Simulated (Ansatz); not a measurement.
Geometry optimisation, Ansatz, RKS BLYP-D4/def2-SVP.

input.yaml

```yaml
crystal:
  periodic: [false, false, false]
  atoms:
    - { symbol: Sn, position_ang: [-0.580874, -0.081013, -0.523047] }
    - { symbol: Cl, position_ang: [-0.043053, 0.49536, 3.006219] }
    - { symbol: Cl, position_ang: [1.715895, 0.077925, 0.075528] }
    - { symbol: Cl, position_ang: [-0.937118, 1.713733, -2.068755] }
    - { symbol: Cl, position_ang: [-0.703581, -2.129279, -1.755941] }
    - { symbol: Si, position_ang: [-2.621485, -0.036478, 0.963997] }
    - { symbol: H, position_ang: [-3.75754, -0.295817, 0.017639] }
    - { symbol: H, position_ang: [-2.587739, -1.123273, 1.998121] }
    - { symbol: H, position_ang: [-2.761781, 1.318684, 1.582682] }
    - { symbol: H, position_ang: [-1.279624, 0.060156, 3.269457] }
basis:
  gaussian: { orbitals: def2-SVP }
hamiltonian:
  xc: blyp
  dispersion: d4
relax:
  f_tol: 0.03
  max_steps: 50
output:
  orbitals: {}
```

Launched with:

```bash
$ ansatz run input.yaml --threads 4 --pin off --max-ram 5120MiB --backend cpu --events-out ev --progress --plain --runs-dir out
```

Question: Where does it end, and by what steps?

Answer: The run converged. The force dipped under the threshold on the way, but the program's further checks kept it going. After 9 steps the energy has fallen by 0.206 eV; H10 moved furthest, 1.02 Å.

```tsv
step	energy less start (eV)	largest force component (eV/Å)	accepted
0	0.0000	0.934	yes
1	-0.1042	0.468	yes
2	-0.1249	0.779	yes
3	-0.1700	0.175	yes
4	-0.1939	0.113	yes
5	-0.2029	0.049	yes
6	-0.2028	0.098	no
7	-0.2054	0.017	yes
8	-0.2035	0.234	no
9	-0.2060	0.029	yes
```

```xyz
10
Properties=species:S:1:pos:R:3
Sn -0.658 -0.092 -0.754
Cl -0.051 0.313 3.178
Cl 1.525 0.152 0.188
Cl -0.860 1.660 -2.368
Cl -0.608 -2.146 -1.974
Si -2.725 -0.057 0.851
H -3.897 -0.220 -0.067
H -2.619 -1.207 1.796
H -2.767 1.264 1.546
H -0.897 0.335 4.170
```

Run time: 19 s on 4 threads of Arm Neoverse V2, with other jobs on the host, peak memory 0.22 GiB.
